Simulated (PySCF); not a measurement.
**Electronic structure of Ta (tantalum, neutral) at the UHF level**

Configuration: [Xe] 4f14 5d5, high-spin 6S determinant (an excited configuration). All numbers are calculated (PySCF 2.14, scalar relativity through the core potential, in def2-QZVPPD with the def2 core potential (60 electrons) (7s6p4d3f2g, 84 functions)).

| Item | Value |
| --- | --- |
| Total energy | -56.180386 hartree |
| One-electron energy | -96.0202 hartree |
| Hartree (Coulomb) energy | 46.1642 hartree |
| Exchange energy | -6.3244 hartree |
| ⟨S²⟩ | 8.7557 |
| ⟨L²⟩ | 0.000 |
| Sum of ⟨r⟩ | 22.49 bohr |
| Sum of ⟨r²⟩ | 50.72 bohr² |

```csv
shell,electrons,mean orbital energy (hartree),"rms radius, mean of both spins (bohr)"
5s α,1,-3.03169,1.21
5s β,1,-2.89997,1.21
5p α,3,-1.67431,1.43
5p β,3,-1.45854,1.43
5d α,5,-0.20207,2.66
```

Energies and moments cover only the electrons outside the core potential. Spin-orbit coupling, which splits the p, d and f shells strongly at this Z, is absent.
